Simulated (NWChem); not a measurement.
System: silole (C₄H₆Si); SMILES C1=C[SiH2]C=C1

NWChem input:

```
start job
memory heap 200 mb stack 900 mb global 1100 mb
geometry units angstroms noautoz
  C      0.000000     0.740459     1.301522
  C      0.000000     1.355295     0.099756
  Si     0.000000     0.000000    -1.194792
  C      0.000000    -1.355295     0.099756
  C      0.000000    -0.740459     1.301522
  H      0.000000     1.280516     2.255441
  H      0.000000     2.442339    -0.002115
  H      1.210924     0.000000    -2.073162
  H     -1.210924     0.000000    -2.073162
  H      0.000000    -2.442339    -0.002115
  H      0.000000    -1.280516     2.255441
end
basis spherical
  * library def2-svp
end
dft
  xc m06-2x
  iterations 150
  mulliken
end
task dft energy
```

Excerpt of the output:

```
             Northwest Computational Chemistry Package (NWChem) 7.3.0
             --------------------------------------------------------

 C2V symmetry detected

                             Geometry "geometry" -> ""
                             -------------------------

 Output coordinates in angstroms (scale by  1.889725989 to convert to a.u.)

  No.       Tag          Charge          X              Y              Z
 ---- ---------------- ---------- -------------- -------------- --------------
    1 C                    6.0000     0.00000000     0.74045900     1.29132709
    2 C                    6.0000     0.00000000     1.35529500     0.08956109
    3 Si                  14.0000     0.00000000     0.00000000    -1.20498691
    4 C                    6.0000     0.00000000    -1.35529500     0.08956109
    5 C                    6.0000     0.00000000    -0.74045900     1.29132709
    6 H                    1.0000     0.00000000     1.28051600     2.24524609
    7 H                    1.0000     0.00000000     2.44233900    -0.01230991
    8 H                    1.0000     1.21092400     0.00000000    -2.08335691
    9 H                    1.0000    -1.21092400     0.00000000    -2.08335691
   10 H                    1.0000     0.00000000    -2.44233900    -0.01230991
   11 H                    1.0000     0.00000000    -1.28051600     2.24524609

 Effective nuclear repulsion energy (a.u.)     200.8032455304

      Symmetry information
      --------------------

 Group name             C2v
 Group number             16
 Group order               4
 No. of unique centers     6

                                 NWChem DFT Module
                                 -----------------

 Summary of "ao basis" -> "ao basis" (spherical)
 ------------------------------------------------------------------------------
       Tag                 Description            Shells   Functions and Types
 ---------------- ------------------------------  ------  ---------------------
 C                          def2-svp                 6       14   3s2p1d
 Si                         def2-svp                 8       18   4s3p1d
 H                          def2-svp                 3        5   2s1p

      Symmetry analysis of basis
      --------------------------

        a1         41
        a2         12
        b1         18
        b2         33

            General Information
            -------------------
          SCF calculation type: DFT
          Wavefunction type:  closed shell.
          No. of atoms     :    11
          No. of electrons :    44
           Alpha electrons :    22
            Beta electrons :    22
          Charge           :     0
          Spin multiplicity:     1
          Use of symmetry is: on ; symmetry adaption is: on
          Maximum number of iterations: 150
          AO basis - number of functions:   104
                     number of shells:    50
          Convergence on energy requested:  1.00D-06
          Convergence on density requested:  1.00D-05
          Convergence on gradient requested:  5.00D-04

              XC Information
              --------------
                       M06-2X Method XC Functional
                     Hartree-Fock (Exact) Exchange  0.540
                        M06-2X Exchange Functional  1.000
                      M06-2X Correlation Potential  1.000

             Grid Information
             ----------------
          Grid used for XC integration:  medium
          Radial quadrature: Mura-Knowles
          Angular quadrature: Lebedev.
          Tag              B.-S. Rad. Rad. Pts. Rad. Cut. Ang. Pts.
          ---              ---------- --------- --------- ---------
          C                   0.70       49          10.0       434
          Si                  1.10       88          10.0       590
          H                   0.35       45          12.0       434
          Grid pruning is: on
          Number of quadrature shells:   321
          Spatial weights used:  Erf1

      Superposition of Atomic Density Guess
      -------------------------------------

 Sum of atomic energies:        -442.23346051

      Non-variational initial energy
      ------------------------------

 Total energy =    -445.330765
 1-e energy   =   -1003.590208
 2-e energy   =     357.456198
 HOMO         =      -0.280155
 LUMO         =      -0.074324

      Symmetry analysis of molecular orbitals - initial
      -------------------------------------------------

  Numbering of irreducible representations:

     1 a1          2 a2          3 b1          4 b2

  Orbital symmetries:

     1 a1          2 a1          3 b2          4 a1          5 b2
     6 a1          7 a1          8 b1          9 b2         10 a1
    11 b2         12 a1         13 a1         14 b2         15 a1
    16 b2         17 b1         18 a1         19 b1         20 a1
    21 b2         22 a2         23 b1         24 a2         25 b2
    26 a1         27 a1         28 a1         29 b2         30 b2
    31 b1         32 a1

     ---------------------------------------------
      Total Density - Mulliken Population Analysis
     ---------------------------------------------

    Atom       Charge   Shell Charges
 -----------   ------   -------------------------------------------------------
    1 C    6     6.04   1.99  0.97  0.26  1.91  0.86  0.04
    2 C    6     6.40   1.99  0.99  0.34  2.01  1.04  0.03
    3 Si  14    13.40   2.00  1.99  1.00  0.24  5.94  1.13  0.94  0.17
    4 C    6     6.40   1.99  0.99  0.34  2.01  1.04  0.03
    5 C    6     6.04   1.99  0.97  0.26  1.91  0.86  0.04
    6 H    1     0.92   0.68  0.22  0.02
    7 H    1     0.89   0.66  0.20  0.03
    8 H    1     1.05   0.69  0.36  0.01
    9 H    1     1.05   0.69  0.36  0.01
   10 H    1     0.89   0.66  0.20  0.03
   11 H    1     0.92   0.68  0.22  0.02

[...]
```

Level: M06-2X/def2-SVP. Geometry: optimised at PBE0/def2-SVP.
